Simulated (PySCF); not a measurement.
Compound: C3H6NSSi (doublet state).
Numbering: `[CH2:1][CH2:2][Si@@H:3]([SH:4])[C:5]#[N:6]` (hydrogens: H7, H8 on C1; H9, H10 on C2; H11 on Si3; H12 on S4)

Cartesian coordinates in Å at the GFN2-xTB level; atoms count from 1:
```xyz
12
C3H6NSSi angstrom
C      1.3926   -1.2066   -0.0603
C      0.8610   -0.0593    0.6464
Si    -0.6196    0.6577   -0.4009
S     -2.1486   -0.8390   -0.6006
C     -1.3960    2.0870    0.4998
N     -1.8365    2.9650    1.0907
H      1.0377   -2.1981    0.1465
H      2.0989   -1.0801   -0.8573
H      1.5904    0.7443    0.7327
H      0.4902   -0.3185    1.6376
H     -0.1610    1.1137   -1.7078
H     -1.3079   -1.8667   -0.6088
```

The hyperfine couplings belong to this conformer and change with its torsions.

Level of theory: UKS B3LYP, pcH-1 on C H N S Si, non-relativistic, mean-field spin-orbit, GIAO (PySCF). Geometry: GFN2-xTB, one conformer, isolated molecule. A GFN2-xTB geometry isn't a minimum of the functional, and hyperfine couplings can be far from their values at a DFT geometry. Stability of the SCF solution: not tested.

Principal values of hyperfine tensors in MHz (contact, dipolar and spin–orbit terms together), for some of the nuclei:

```tsv
atom	isotope	A1	A2	A3
Si3	29Si	-242.57	-208.15	-206.90
H7	1H	-98.08	-60.69	-24.56
H8	1H	-97.33	-60.45	-23.98
H9	1H	55.56	56.53	68.06
H10	1H	36.08	36.76	48.14
C2	13C	-35.61	-31.35	-29.91
C5	13C	15.84	16.70	20.26
H12	1H	-6.04	-5.14	5.03
```

Question: Split each tensor into its isotropic and traceless parts, and turn a_iso into mT with g = 2.0032.

Answer: a_iso is a third of the trace, T = A − a_iso, and a(mT) = a(MHz)/(g × 13.996). The tensors hold a spin–orbit part: the run splits a_iso into a_FC + a_SO, and T includes its anisotropic share.

| atom | a_iso (MHz) | a_FC | a_SO | a_iso (mT) | T1 | T2 | T3 |
| --- | --- | --- | --- | --- | --- | --- | --- |
| Si3 | -219.21 | -219.41 | 0.21 | -7.818 | -23.37 | 11.06 | 12.31 |
| H7 | -61.11 | -61.12 | 0.01 | -2.180 | -36.97 | 0.42 | 36.55 |
| H8 | -60.59 | -60.60 | 0.02 | -2.161 | -36.74 | 0.14 | 36.61 |
| H9 | 60.05 | 60.04 | 0.00 | 2.142 | -4.49 | -3.52 | 8.01 |
| H10 | 40.33 | 40.32 | 0.01 | 1.438 | -4.25 | -3.56 | 7.81 |
| C2 | -32.29 | -32.31 | 0.02 | -1.152 | -3.32 | 0.94 | 2.38 |
| C5 | 17.60 | 17.61 | 0.00 | 0.628 | -1.76 | -0.90 | 2.66 |
| H12 | -2.05 | -2.05 | 0.00 | -0.073 | -3.99 | -3.09 | 7.08 |

Question: What spin density at the nucleus of H10 lies behind its contact coupling (g_N = 5.58569)?

Answer: a_FC = 800.24 MHz bohr³ × g_N × ρ(0)/(2S). With a_FC = 40.32 MHz and 2S = 1, ρ(0) = 0.009021 bohr⁻³. In magnitude that is 2.8 % of the 1/π = 0.318 of a free hydrogen atom.

Question: C1 (13C, g_N = 1.40482) isn't in the table. Its spin density at the nucleus is 0.07443 bohr⁻³. What is its contact coupling?

Answer: By the same relation, a_FC = 83.7 MHz. The spin–orbit term adds -0.10 MHz. Its full tensor has the principal values 7.30, 8.32, 235.08 MHz.

Question: What first-order splitting does H8 cause when the field lies along A1, A2 or A3 of its tensor (g taken as isotropic, no quadrupole term)?

Answer: 2 lines (I = 1/2), spaced by |A_i|/(g × 13.996): 3.47, 2.16, 0.86 mT along the axes of A1, A2 and A3.

The run took 54 s (with the writing of density and orbital grids) on one thread of an Arm Neoverse V2, shared host with 96 logical CPUs at a one-minute load of 63, and the process peaked at 0.79 GiB of memory.
